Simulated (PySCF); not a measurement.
# NbNF₂: from structure and modes to constants

These are results of PBE0/[Nb def2-TZVP with ECP28, N def2-TZVP, F def2-TZVP], scalar-relativistic core potentials, density fitting, no spin–orbit coupling, PySCF, not measurements.

The singlet minimum has Cs symmetry. Masses (u): Nb 92.90638, N 14.00307, F 18.99840.

```xyz
4
charge 0 multiplicity 1, angstrom
Nb    0.1942   -0.0114    0.0000
N     0.0046   -1.6468    0.0000
F    -0.4557    0.6270    1.6599
F    -0.4557    0.6270   -1.6599
```

Harmonic wavenumbers (cm⁻¹): 123.6 (a', ×1), 232.5 (a', ×1), 310.2 (a'', ×1), 652.2 (a', ×1), 680.1 (a'', ×1), 1145.3 (a', ×1).

(1) Find the principal moments of inertia and the rotational constants. What kind of rotor is it?

(2) Find the vibrational entropy and heat capacity at 298.15 K.

(3) Give the standard entropy (298.15 K, 1 bar) by its translational, rotational, vibrational and spin parts, and Cp.

Results:

(1) About the centre of mass I = 64.315, 113.27, 160.43 u Å². With B = 16.8576/I this gives 0.2621, 0.1488, 0.1051 cm⁻¹. The molecule is an asymmetric top with κ = -0.44.

(2) With u = 1.43878 ω/T, each mode gives S = R[u/(eᵘ−1) − ln(1−e⁻ᵘ)] and C = R u² eᵘ/(eᵘ−1)².
```csv
ω (cm⁻¹),u,S (J/(mol K)),C (J/(mol K))
123.6,0.596,12.73,8.07
232.5,1.122,7.78,7.49
310.2,1.497,5.69,6.92
652.2,3.147,1.54,3.86
680.1,3.282,1.38,3.63
1145.3,5.527,0.22,1.02
```
The sums over all modes are S = 29.3 and C = 31.0 J/(mol K); the softest mode gives 43 % of the entropy.

(3) Sackur–Tetrode with M = 144.91 u gives 170.9; rotation with symmetry number 1 gives 106.6; vibration 29.3; spin R ln 1 = 0.0. The total is 306.9 J/(mol K), and Cp = 4 R + 31.0 = 64.3 J/(mol K).

Stability towards spin polarisation was not tested. This need not be the most stable arrangement of these atoms.
